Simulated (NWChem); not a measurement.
# AlHF$_{2}$; SMILES [F][AlH][F]

```xyz
4

Al     0.0000     0.0000    -0.4342
H      0.0000     0.0000    -1.9969
F     -1.4143     0.0000     0.4246
F      1.4143     0.0000     0.4246
```
Atoms are numbered in this order, from 1.

All runs use the structure optimised with PBE0/def2-SVP.

Symmetry labels are those of C2v in the frame above (b1 and b2, or b-type labels, depend on it).

Q: List the 6 lowest vertical singlet excitations and the 6 lowest triplet ones from LRC-wPBEh/def2-SVP, TDA (NWChem).

A: 
```json
[
 {"state": "S1", "energy (eV)": "8.03", "oscillator strength": "0.111", "symmetry": "b2", "leading excitation (squared amplitude)": "HOMO → LUMO (0.98)"},
 {"state": "S2", "energy (eV)": "8.89", "oscillator strength": "0.000", "symmetry": "a2", "leading excitation (squared amplitude)": "HOMO−1 → LUMO (0.99)"},
 {"state": "S3", "energy (eV)": "9.15", "oscillator strength": "0.238", "symmetry": "a1", "leading excitation (squared amplitude)": "HOMO → LUMO+1 (0.86)"},
 {"state": "S4", "energy (eV)": "9.22", "oscillator strength": "0.008", "symmetry": "b1", "leading excitation (squared amplitude)": "HOMO−1 → LUMO+1 (0.87)"},
 {"state": "S5", "energy (eV)": "9.40", "oscillator strength": "0.000", "symmetry": "a2", "leading excitation (squared amplitude)": "HOMO−2 → LUMO+1 (0.97)"},
 {"state": "S6", "energy (eV)": "9.60", "oscillator strength": "0.003", "symmetry": "b1", "leading excitation (squared amplitude)": "HOMO−2 → LUMO (0.72)"},
 {"state": "T1", "energy (eV)": "7.15", "oscillator strength": "spin-forbidden", "symmetry": "b2", "leading excitation (squared amplitude)": "HOMO → LUMO (0.97)"},
 {"state": "T2", "energy (eV)": "7.36", "oscillator strength": "spin-forbidden", "symmetry": "a1", "leading excitation (squared amplitude)": "HOMO → LUMO+1 (0.92)"},
 {"state": "T3", "energy (eV)": "8.74", "oscillator strength": "spin-forbidden", "symmetry": "b1", "leading excitation (squared amplitude)": "HOMO−2 → LUMO (0.98)"},
 {"state": "T4", "energy (eV)": "8.74", "oscillator strength": "spin-forbidden", "symmetry": "a2", "leading excitation (squared amplitude)": "HOMO−1 → LUMO (0.99)"},
 {"state": "T5", "energy (eV)": "8.91", "oscillator strength": "spin-forbidden", "symmetry": "b1", "leading excitation (squared amplitude)": "HOMO−1 → LUMO+1 (0.93)"},
 {"state": "T6", "energy (eV)": "9.05", "oscillator strength": "spin-forbidden", "symmetry": "a2", "leading excitation (squared amplitude)": "HOMO−2 → LUMO+1 (0.92)"}
]
```
